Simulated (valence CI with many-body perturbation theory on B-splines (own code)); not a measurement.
**Forbidden lines of Sm VI**

Method: configuration interaction combined with many-body perturbation theory (CI+MBPT): three valence electrons over a frozen Dirac-Fock core [Xe], radial functions for each j: 8 s, 8 p, 9 d, 9 f, 6 g, 3 h, 2 i, with the one-electron correlation potential Σ1 (screened to all orders), the two-electron term Σ2, the three-electron term Σ3, Breit, model QED; the open f shell's mean field enters the energy denominators; selected single and double excitations, second order for the rest, scaled by the run's own slope (own B-spline code, finite nucleus).

Against measured spectra of neutral and singly charged lanthanides and actinides this method errs by a few hundred cm⁻¹ within a configuration and by up to about 5,000 between configurations. No measured spectrum was set against this ion. As an estimate, terms of the open shell hold to a few per cent of their energy, and close levels can change places. Core correlation moves these levels by up to 2500 cm⁻¹, and in measured spectra 5 to 20 % of such shifts remained as error; rates that hang on mixing are uncertain with them. Only levels of the ground parity were solved; by the run's estimate the other parity begins above the list, which can be wrong where configurations are misplaced.

Lines 51 to 100 of 120 in falling wavelength, among levels below 96734 cm⁻¹, chosen from the decays that carry over 1 % of a level's rate. Wavelengths and rates use the calculated energies, so an error of 2000 cm⁻¹ moves a line at 904.3 nm by 18 % and its rate by three times that or more. Weak lines are less certain than strong ones. Lines between different terms over intervals too small for the method are left out, as are lines whose strength nearly cancels. Where a level lies close to another of its J and parity, the split of strength between their lines is uncertain.

Names give the largest LS component (configuration and term), which can be under half, so a name can repeat, a term be missing and a line seem to break the LS rules; names also repeat where a configuration has a term twice. Letters in brackets count levels of one name in rising energy.

| λ vac (nm) | Upper | Lower | Type | A (s⁻¹) | Branch % |
| --- | --- | --- | --- | --- | --- |
| 904.3 | 4f3 2L°_15/2 | 4f3 2K°_15/2 | M1 | 2.53e+00 | 46.4 |
| 896.2 | 4f3 2G°_9/2 [a] | 4f3 4F°_7/2 | M1 | 1.05e+00 | 14.9 |
| 847.7 | 4f3 2D°_3/2 [a] | 4f3 4F°_5/2 | M1 | 3.15e+00 | 33.2 |
| 831.1 | 4f3 2I°_11/2 | 4f3 4G°_9/2 | M1 | 2.89e-01 | 9.1 |
| 830.2 | 4f3 4D°_5/2 | 4f3 4G°_7/2 | M1 | 4.67e-02 | 2.0 |
| 812.3 | 4f3 4D°_7/2 | 4f3 2G°_9/2 [a] | M1 | 1.30e-02 | 1.1 |
| 810.7 | 4f3 2I°_13/2 | 4f3 2K°_15/2 | M1 | 3.13e-01 | 8.7 |
| 774.3 | 4f3 2G°_9/2 [a] | 4f3 2H°_9/2 [a] | M1 | 1.77e-01 | 2.5 |
| 763.8 | 4f3 2I°_11/2 | 4f3 2K°_13/2 | M1 | 3.72e-01 | 11.7 |
| 762.2 | 4f3 2P°_1/2 | 4f3 4S°_3/2 | M1 | 2.78e+00 | 76.8 |
| 754.1 | 4f3 2L°_17/2 | 4f3 2K°_15/2 | M1 | 2.14e+00 | 90.9 |
| 746.2 | 4f3 4G°_11/2 | 4f3 2H°_9/2 [a] | M1 | 2.27e-02 | 1.0 |
| 736.9 | 4f3 2D°_3/2 [a] | 4f3 4F°_3/2 | M1 | 2.51e+00 | 26.5 |
| 723.5 | 4f3 2H°_9/2 [a] | 4f3 4I°_11/2 | M1 | 2.30e+00 | 34.8 |
| 708.3 | 4f3 2D°_5/2 [a] | 4f3 4S°_3/2 | M1 | 2.35e-01 | 3.8 |
| 705.3 | 4f3 2L°_15/2 | 4f3 2K°_13/2 | M1 | 2.59e+00 | 47.5 |
| 697.2 | 4f3 2D°_5/2 [a] | 4f3 4F°_7/2 | M1 | 4.33e+00 | 70.0 |
| 692.2 | 4f3 2H°_9/2 [b] | 4f3 2G°_9/2 [a] | M1 | 9.92e-01 | 18.3 |
| 672.6 | 4f3 4D°_5/2 | 4f3 2G°_7/2 [a] | M1 | 8.93e-02 | 3.8 |
| 672.4 | 4f3 4D°_7/2 | 4f3 4G°_9/2 | M1 | 5.86e-02 | 5.1 |
| 665.6 | 4f3 4D°_3/2 | 4f3 4G°_5/2 | M1 | 5.46e-02 | 5.9 |
| 660.8 | 4f3 4D°_5/2 | 4f3 4G°_5/2 | M1 | 3.98e-01 | 16.7 |
| 647.0 | 4f3 2I°_13/2 | 4f3 2K°_13/2 | M1 | 1.37e+00 | 38.0 |
| 638.1 | 4f3 4D°_7/2 | 4f3 4G°_7/2 | M1 | 9.04e-02 | 7.9 |
| 631.7 | 4f3 2D°_5/2 [a] | 4f3 4F°_5/2 | M1 | 7.57e-01 | 12.3 |
| 624.8 | 4f3 2H°_11/2 [a] | 4f3 4I°_13/2 | M1 | 3.18e+00 | 51.7 |
| 602.2 | 4f3 2P°_1/2 | 4f3 4F°_3/2 | M1 | 6.03e-01 | 16.7 |
| 591.1 | 4f3 2H°_9/2 [a] | 4f3 4I°_9/2 | M1 | 4.32e+00 | 65.2 |
| 588.2 | 4f3 2I°_11/2 | 4f3 2H°_11/2 [a] | M1 | 9.74e-01 | 30.6 |
| 587.9 | 4f3 2H°_9/2 [b] | 4f3 4G°_9/2 | M1 | 6.04e-01 | 11.1 |
| 568.1 | 4f3 2D°_5/2 [a] | 4f3 4F°_3/2 | M1 | 3.09e-01 | 5.0 |
| 566.6 | 4f3 4F°_9/2 | 4f3 4I°_11/2 | M1 | 9.74e-01 | 32.8 |
| 561.5 | 4f3 2H°_9/2 [b] | 4f3 4G°_7/2 | M1 | 2.02e+00 | 37.1 |
| 556.8 | 4f3 2P°_3/2 | 4f3 4S°_3/2 | M1 | 2.40e+00 | 20.6 |
| 535.5 | 4f3 4F°_7/2 | 4f3 4I°_9/2 | M1 | 3.25e-02 | 16.9 |
| 520.7 | 4f3 2H°_11/2 [a] | 4f3 4I°_11/2 | M1 | 1.57e+00 | 25.6 |
| 516.4 | 4f3 2I°_13/2 | 4f3 2H°_11/2 [a] | M1 | 3.16e-01 | 8.8 |
| 512.7 | 4f3 4D°_3/2 | 4f3 4S°_3/2 | M1 | 2.60e-01 | 28.1 |
| 509.8 | 4f3 4D°_5/2 | 4f3 4S°_3/2 | M1 | 1.23e-01 | 5.2 |
| 508.3 | 4f3 2P°_3/2 | 4f3 4F°_5/2 | M1 | 3.01e+00 | 25.8 |
| 505.3 | 4f3 2K°_15/2 | 4f3 4I°_15/2 | M1 | 4.93e+00 | 56.1 |
| 504.0 | 4f3 4D°_5/2 | 4f3 4F°_7/2 | M1 | 1.28e-01 | 5.4 |
| 502.2 | 4f3 2K°_13/2 | 4f3 4I°_13/2 | M1 | 2.01e+00 | 33.5 |
| 485.2 | 4f3 4D°_1/2 | 4f3 4S°_3/2 | M1 | 2.46e-01 | 22.9 |
| 484.7 | 4f3 2H°_9/2 [b] | 4f3 2G°_7/2 [a] | M1 | 2.28e-01 | 4.2 |
| 482.0 | 4f3 4F°_9/2 | 4f3 4I°_9/2 | M1 | 1.02e+00 | 34.3 |
| 468.9 | 4f3 4D°_5/2 | 4f3 4F°_5/2 | M1 | 3.84e-02 | 1.6 |
| 467.4 | 4f3 4D°_7/2 | 4f3 4F°_9/2 | M1 | 3.57e-02 | 3.1 |
| 466.3 | 4f3 2P°_3/2 | 4f3 4F°_3/2 | M1 | 1.01e+00 | 8.6 |
| 455.0 | 4f3 2H°_9/2 [b] | 4f3 2H°_11/2 [a] | M1 | 8.39e-01 | 15.5 |
